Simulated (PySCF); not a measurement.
CH3Be, SMILES [Be+][CH3], charge +1. Atoms are numbered in the order given.

```xyz
5

Be     0.0000     0.0000    -1.2282
C      0.0000     0.0000     0.4255
H      0.8944     0.5164     0.7866
H      0.0000    -1.0328     0.7866
H     -0.8944     0.5164     0.7866
```
Charge +1, spin multiplicity 1.

Geometry optimised at B3LYP-D3(BJ)/def2-TZVPD. The multiplicity is an assumed one; other spin states were not compared. The isomer is the one that the SMILES or the coordinates give; other isomers of the formula were not compared.

Computed with PBE0/pcSseg-2 (PySCF).

GIAO shieldings, no solvent; atoms alike by connectivity are averaged. δ = σ(ref) − σ: ¹³C against TMS (σ = 186.1 ppm); ¹H against TMS (σ = 31.54 ppm), references at their B3LYP-D3(BJ)/def2-TZVP geometries, non-relativistic.

| nucleus | atoms | count | δ (ppm) |
|---|---|---|---|
| ¹³C | C2 | 1 | -5.7 |
| ¹H | H3, H4, H5 | 3 | 1.99 |
